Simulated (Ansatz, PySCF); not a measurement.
Stretching the H–H spacing in H10 chain (multiplicity 1 held). Energies count from the point at 0.900 Å.
Geometry at that point (charge 0, multiplicity 1):
| atom | x (Å) | y (Å) | z (Å) |
|---|---|---|---|
| H | 0.0000 | 0.0000 | 0.0000 |
| H | 0.0000 | 0.0000 | 0.9000 |
| H | 0.0000 | 0.0000 | 1.8000 |
| H | 0.0000 | 0.0000 | 2.7000 |
| H | 0.0000 | 0.0000 | 3.6000 |
| H | 0.0000 | 0.0000 | 4.5000 |
| H | 0.0000 | 0.0000 | 5.4000 |
| H | 0.0000 | 0.0000 | 6.3000 |
| H | 0.0000 | 0.0000 | 7.2000 |
| H | 0.0000 | 0.0000 | 8.1000 |

Restricted levels (R-, RO-) in cc, def2 and unpolarised 6-31G sets keep to the state of the molecule at rest. U- levels take the lowest unrestricted solution at each point, which mixes spins at long bonds. Left out are points that failed, MP2 points in a non-variational dive below the minimum, coupled-cluster points behind a sign of a changed root (a jump of the amplitudes, or a one-step jump against full CI or MRCI), small-basis points behind a change of solution, and semi-empirical points at long bonds. Levels need not reach the same state.

Rows in 6-31G* carry no dispersion term and start afresh at each structure (6-31G* with six Cartesian d functions).

Codes used: Ansatz (a program for electronic structure) with Gaussian orbitals; PySCF for 6-31G* rows. 

Energies in kcal/mol.

| R (Å) | U-HF/6-31G* | R-HF/cc-pVTZ | R-SCS-MP2/cc-pVTZ | U-SCS-MP2/cc-pVTZ | U-CCSD(T)/cc-pVTZ |
|---|---|---|---|---|---|
| 0.700 | 170.3 | 167.6 | 166.2 | 159.9 | [?] |
| 0.800 | 44.3 | 43.2 | 42.8 | 36.4 | 44.6 |
| 0.900 | 0.0 | 0.0 | 0.0 | 0.0 | 0.0 |
| 1.100 | 16.8 | 30.4 | 29.0 | 42.6 | 26.8 |
| 1.300 | 78.8 | 122.2 | 116.2 | 132.2 | 108.7 |
| 1.500 | 138.7 | 228.4 | 214.6 | 221.9 | 194.3 |
| 1.800 | 196.9 | 380.5 | 347.9 | 314.1 | [?] |
| 2.100 | 223.7 | 510.3 | 449.3 | 357.0 | [?] |
| 2.500 | 236.4 | 646.4 | 531.2 | 376.8 | 389.4 |
| 3.000 | 240.4 | left out | left out | 382.7 | 401.8 |
| 3.600 | 241.4 | 864.7 | 509.7 | 384.0 | 404.6 |

Task: Some entries are withheld; supply them.

Result: 
- 0.700, U-CCSD(T)/cc-pVTZ: 169.5
- 2.100, U-CCSD(T)/cc-pVTZ: 354.5
- 1.800, U-CCSD(T)/cc-pVTZ: 294.9

Doubts at one or more of the structures used: a spin-contaminated determinant (U-HF/6-31G*, U-SCS-MP2/cc-pVTZ, U-CCSD(T)/cc-pVTZ); a restricted determinant that unrestricted orbitals would lower (R-HF/cc-pVTZ, R-SCS-MP2/cc-pVTZ); T1 above 0.05 (U-CCSD(T)/cc-pVTZ); the program's own flag: large difference (U-CCSD(T)/cc-pVTZ).
